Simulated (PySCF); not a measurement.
Ti(Br)(OH)3 (BrH3O3Ti), SMILES [OH][Ti]([OH])([OH])[Br], multiplicity 1.

Geometry: PBE-D3(BJ)/def2-SVP. The multiplicity is an assumed one; no other spin state was optimised. The structure was generated by enumeration; whether it is a known compound was not checked. One conformer was computed; it need not be the lowest.

Calculation: PBE-D3(BJ)/def2-SVP (PySCF).

Frequencies are harmonic and unscaled.

Modes within 1.5 cm⁻¹ of each other (mostly degenerate sets) share a row, with their intensities summed.

```csv
mode,ν (cm⁻¹),IR (km/mol),moving atoms (share of kinetic energy)
1–2,132,3.2,"O 54 %, H 20 %, Ti 15 %, Br 11 %"
3,141,67.7,"H 50 %, O 32 %, Br 16 %"
4–5,191,28.3,"O 67 %, H 22 %, Ti 11 %"
6,251,92.9,"H 40 %, O 26 %, Br 25 %, Ti 9 %"
7–8,255,64.2,"H 78 %, O 20 %"
9,358,210.3,"Ti 45 %, H 21 %, O 21 %, Br 13 %"
10–11,453,399.9,"H 72 %, O 27 %"
12,460,0.9,"H 76 %, O 20 %"
13,737,113.0,"O 79 %, Ti 14 %"
14–15,793,301.7,"O 56 %, Ti 36 %"
16–17,3764,484.5,H 94 %
18,3770,138.4,H 94 %
```
